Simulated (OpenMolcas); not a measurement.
## Ne II: thermal populations, the spin-orbit constant, worked from levels

```json
{
  "Program": "OpenMolcas",
  "Basis": "ANO-R1 [3s2p1d]",
  "Scalar Hamiltonian": "X2C, finite nucleus",
  "Active space": "7 electrons in 4 orbitals (2s 2p)",
  "State averaging": "2S+1 = 2 odd, 3 roots; 2S+1 = 2 even, 1 root",
  "Spin-orbit coupling": "RASSI with atomic mean-field integrals over the reference wave functions, term energies averaged over their components"
}
```

Methods: CASSCF; SS-CASPT2, IPEA 0.25 Eh, imaginary shift 0.1 Eh (closed shells correlated: 1s). Measured levels: NIST Handbook of Basic Atomic Spectroscopic Data.

**Thermal populations.** Z = Σ (2J + 1) exp(-E/kT) with k = 0.695035 cm-1/K, over the levels below. No other level of either list lies under 90000 cm-1, which is above 7 kT at each temperature.

```tsv
Level	2J + 1	SS-CASPT2	measured
2s² 2p⁵ ²P°_3/2	4	0.0	0.0
2s² 2p⁵ ²P°_1/2	2	783	780
```

```json
{"T (K)": "5000", "Z, SS-CASPT2": "5.597", "Z, measured levels": "5.598", "Ground level (%), SS-CASPT2": "71.5", "Ground level (%), measured levels": "71.5"}
{"T (K)": "8000", "Z, SS-CASPT2": "5.737", "Z, measured levels": "5.738", "Ground level (%), SS-CASPT2": "69.7", "Ground level (%), measured levels": "69.7"}
{"T (K)": "12000", "Z, SS-CASPT2": "5.821", "Z, measured levels": "5.821", "Ground level (%), SS-CASPT2": "68.7", "Ground level (%), measured levels": "68.7"}
```

At 12000 K, kT = 8340 cm-1, and the computed levels give Z = 4.000 + 1.821 = 5.821.

**The spin-orbit constant.** For the Hund term ²P° of p5, E(J) = (A/2) J(J+1) + constant and ζ = -2S·A = -A. From J = 1/2 to J = 3/2 the energy changes by 1.5 A.

```json
{"Source": "CASSCF", "E(3/2) - E(1/2)": "-783.2", "A": "-522.1", "ζ": "522"}
{"Source": "SS-CASPT2", "E(3/2) - E(1/2)": "-783.2", "A": "-522.1", "ζ": "522"}
{"Source": "measured", "E(3/2) - E(1/2)": "-780.3", "A": "-520.2", "ζ": "520"}
```

All in cm-1. SS-CASPT2 is off by +0.4 % and CASSCF by +0.4 %. Both methods take the spin-orbit matrix elements from the reference wave functions, so the second can move ζ only through the term energies and any multistate remixing.

Without dynamic correlation excited terms often stand tens of per cent too high (terms of higher spin than the ground term too low), and those without a measured partner can miss by more than the paired ones (holds for CASSCF). Measured partners are found by configuration, term and J. A level has none where our copy of the source lacks it or the pairing is in doubt (some pairs that miss far off the trend of their configuration count as doubtful), and it then counts in no deviation. Levels of configurations outside the active space are missing.

° marks odd parity.
